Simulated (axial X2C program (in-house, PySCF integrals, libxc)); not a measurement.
# Which molecule has these constants?

All values come from calculations with an in-house all-electron X2C program for linear molecules (integrals from PySCF), spin-free (one-electron X2C) or two-component (2c: spin–orbit coupling with atomic mean-field Coulomb and Gaunt terms, which also bring small scalar terms), in Dyall basis sets with cores contracted in-house; open shells are unrestricted.

A two-component PBE0 calculation in a Dyall 3-zeta basis gave Re = 1.226 Å, ωe = 1839.0 cm⁻¹, De = 5.19 eV, Ω = 2.

Question: Which molecule is it?
A. CN⁺
B. AsC⁺
C. PC⁺

Answer: A. The others have PC⁺ 1.620 Å and 1139.8 cm⁻¹ (Ω = 2); AsC⁺ 1.736 Å and 922.1 cm⁻¹ (Ω = 2).

Each entry is the lowest single determinant of a limited PBE0 search at one distance. De goes to single-determinant-based atoms at the same level (for ions the charge split of lowest energy) and is withheld (n/a) where an atom does not fit its ground term or J level. Main or longest-lived isotopes. One determinant is a doubtful description, or other states lie close, for CN⁺, PC⁺, AsC⁺; these need not be ground states, and all values refer to the states named. Some open-shell Ω = 0 determinants are out of reach, so the Ω given for CN⁺, PC⁺, AsC⁺ need not be the lowest component. With several unpaired electrons the Ω given is that of one determinant, not necessarily of the lowest component. Some light 2c atoms are not at their ground J level, so De misses part of their lowering (0.04 eV or less). The functionals have no current term, which raises determinants with orbital currents.
